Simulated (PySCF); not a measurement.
# Assignment exercise: C8H14O

Numbering as in the mapped SMILES `[CH3:1][C:2]([CH3:3])([CH3:4])[C:5]1=[CH:6][CH2:7][O:8][CH2:9]1` (H(Xn): hydrogen on atom n).

[PySCF: PBE0/pcSseg-1 with gauge-including orbitals; coordinates at the GFN2-xTB level; one averaged value for each set of equivalent atoms; gas phase; non-relativistic; single conformer]

Shifts are taken against calculated references (same method and geometry level): TMS for 13C (σref 186.93), 1H (σref 31.72).

Task: Assign these signals to the numbered atoms. 13C{1H} NMR (computed): δ 157.9 (C), 124.5 (CH), 82.6 (CH2), 80.6 (CH2), 34.1 (C), 31.1 (CH3).

Result: 
157.9 → C5, fully substituted alkene carbon: the olefinic region
124.5 → C6, alkene CH: an sp2 carbon of a C=C bond
82.6 → C7, allylic sp3 CH2 bonded to O: deshielded by the electronegative neighbour
80.6 → C9, allylic sp3 CH2 bonded to O
34.1 → C2, allylic quaternary sp3 carbon: a saturated carbon with 4 carbon neighbours and no heteroatom attached
31.1 → C1/C3/C4, methyl carbon: aliphatic region, no heteroatom directly attached

C7 and C9 lie closer than the usual error of such a calculation, so a measured spectrum could show them in the other order.

Task: Assign these signals to the numbered atoms. 1H NMR (400 MHz, computed): δ 5.48 (t, 1H), 5.08 (s, 2H), 5.07 (m, 2H), 1.14 (s, 9H).

Result: 
5.48 → H(C6), hydrogen on an alkene CH: attached to an sp2 carbon and in the plane of the double bond
5.08 → H(C9), hydrogen on an allylic sp3 CH2 bonded to O: its carbon carries O, an electronegative neighbour
5.07 → H(C7), hydrogen on an allylic sp3 CH2 bonded to O
1.14 → H(C1)/H(C3)/H(C4), hydrogen on a methyl carbon

H(C9) and H(C7) lie closer than the usual error of such a calculation, so a measured spectrum could show them in the other order.

Shifts are as computed. Against solution values, carbons near 30 ppm lie about +3 ppm off and those near 130 ppm about +5 ppm. Of 1211 compounds with measured shifts, 218 miss one by over three times the rms of a fit or turn the order of signals round; such compounds aren't used in these exercises. Multiplicities follow the n + 1 count of equivalent neighbours, as no J values were calculated; m marks all less simple cases, F and P coupling included.
